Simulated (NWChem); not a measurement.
CH$_{5}$AlO; SMILES [CH3][AlH][OH]

```xyz
8

Al    -0.4844     0.0952     0.0000
H     -2.0653     0.2887     0.0000
C      0.4002    -1.6363     0.0000
H      0.1120    -2.2313     0.8832
H      1.4966    -1.5365     0.0000
H      0.1120    -2.2313    -0.8832
O      0.5068     1.4875     0.0000
H      0.1862     2.3908     0.0000
```
Atoms are numbered in this order, from 1.

All runs: NWChem. Geometry: optimised at PBE0/def2-SVP. Ions are spin-unrestricted doublets at the neutral geometry; other ion states weren't tried.

Task: Predict the results for PBE/def2-SVP. Quantities: vertical ionisation energy, ΔSCF (eV); −ε(HOMO) (eV).

Result: 
```json
{
  "vertical ionisation energy, ΔSCF (eV)": "9.79",
  "−ε(HOMO) (eV)": "6.51"
}
```
